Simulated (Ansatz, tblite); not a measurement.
Cost and result up the ladder for Cd₇Se₇ (14 atoms). Total charge 0; singlet. Geometry: PBE-D4/def2-SVP.

```xyz
14

Se   -2.1194   -1.8486   -1.8798
Se   -0.4962    2.8751    2.5603
Se   -1.8430    2.8571   -2.2454
Se   -2.3307   -1.7575    2.8441
Se    1.3590   -3.0829    0.2025
Se    3.8296    0.8414    1.1269
Se    1.6598   -0.2453   -2.9307
Cd   -1.4688    0.4993    2.7651
Cd   -1.1258   -2.1776    0.5766
Cd    0.4398   -2.5168   -2.2390
Cd   -1.2132    2.9266    0.0872
Cd    1.7678    1.8673    1.8611
Cd   -0.8456    0.4553   -2.3283
Cd    2.3868   -0.6935   -0.4006
```

Ansatz on 2 threads of AMD EPYC 7R13 on a shared host and a share (18 GiB) of an NVIDIA H100 80GB HBM3; xTB runs through tblite on one thread. Times are rough, summed over both states, and most runs start from the orbitals of an earlier one. PBE0-D4/def2-TZVP serves as the yardstick here, not as an exact answer. The other state is a doublet.

In the def2 sets Cd takes a core potential; there is no spin–orbit coupling. The xTB rows come from tblite. B3LYP takes the VWN-RPA correlation. Single mean-field runs in def2-TZVP are fitted with def2-universal-jkfit.

Run but left out: PBE-D4/def2-TZVP (charge +1 doublet: an occupied level 0.02 eV above an empty one).

Raw xTB energies of ions are shifted by several eV.

```json
{"level": "GFN1-xTB", "functions": "91", "wall time": "0.085 s", "vertical IE (eV)": "10.67", "difference from PBE0-D4/def2-TZVP (eV)": "3.01"}
{"level": "GFN2-xTB", "functions": "91", "wall time": "0.11 s", "vertical IE (eV)": "12.65", "difference from PBE0-D4/def2-TZVP (eV)": "4.99"}
{"level": "B3LYP-D4/def2-TZVP (with forces)", "functions": "616", "wall time": "56 s", "vertical IE (eV)": "7.57", "difference from PBE0-D4/def2-TZVP (eV)": "-0.10"}
{"level": "PBE0-D4/def2-TZVP", "functions": "616", "wall time": "87 s", "vertical IE (eV)": "7.66", "difference from PBE0-D4/def2-TZVP (eV)": "0.00"}
```
